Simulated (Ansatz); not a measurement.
Consider the substitution at a C–O bond: `C[O][InH][Cl]` + `CN[SiH3]` → `CN(C)[SiH3]` + `[OH][InH][Cl]`.

Computed with Ansatz on PBE0-D4/def2-TZVP structures; ΔE is electronic, products minus reactants. CCSD(T)/CBS adds triple-zeta CCSD(T) − MP2 to the extrapolated MP2 energy (def2 sets, frozen cores). Functionals use def2-TZVPP. B3LYP here is the variant with VWN-RPA as its local correlation; programs differ in this. def2 core potentials past Kr. For In outer-core shells are correlated without core-valence functions, which leaves a few kJ/mol of doubt a bond. Each species was taken in one conformer, which may not be the lowest.

Question: Is it downhill or uphill in electronic energy at CCSD(T)/CBS, and by how much? (Best estimate.)

Answer: Ansatz gave: Downhill: ΔE = -33.7 kJ/mol.

Question: What do these levels give: LDA (SPW92), PBE0-D4, B3LYP, BHLYP, MP2/def2-TZVPP, SCS-MP2/def2-QZVPP? (Best estimate.)

Answer: Ansatz gave: LDA (SPW92) -37.4, PBE0-D4 -34.4, B3LYP -27.0, BHLYP -27.8, MP2/def2-TZVPP -38.9, SCS-MP2/def2-QZVPP -34.5 kJ/mol.

Largest T1 diagnostic among the species: 0.016.

The D4 term adds −3.3 kJ/mol with B3LYP and −1.8 kJ/mol with PBE0; it sums over pairs of atoms, weighted by their polarisabilities, and B3LYP, whose exchange is more repulsive, gets the larger term. Leaving LDA and LC-ωPBE aside and taking each functional with its dispersion term where it has one, the values, not all of them listed here, spread over 6.8 kJ/mol, from revPBE-D4 to BHLYP-D4. LDA lies −6.2 kJ/mol from PBE without D4.
